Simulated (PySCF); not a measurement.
C₃H₇FSi, SMILES FC1C[SiH2]C1. Geometry: ωB97X-D3(BJ)/def2-SVP. The structure was generated by enumeration, and PubChem lists no compound with its InChIKey, so it may never have been made.

Problem. Give the equilibrium geometry at ωB97X-D3(BJ)/def2-SVP (PySCF confirms it by a frequency run) as Cartesian coordinates in Å, and its point group. (The exact figures need the calculation; the answer reports its results.)

Solution. point group Cs.
```xyz
12

F     -2.1269    -0.1581     0.0000
C     -0.8508     0.3706     0.0000
C      0.0157    -0.0843    -1.1911
Si     1.4918    -0.0100     0.0000
C      0.0157    -0.0843     1.1911
H     -0.9531     1.4711     0.0000
H     -0.0672     0.5034    -2.1151
H     -0.2174    -1.1400    -1.4104
H      2.4691    -1.1339     0.0000
H      2.2259     1.2871     0.0000
H     -0.0672     0.5034     2.1151
H     -0.2174    -1.1400     1.4104
```
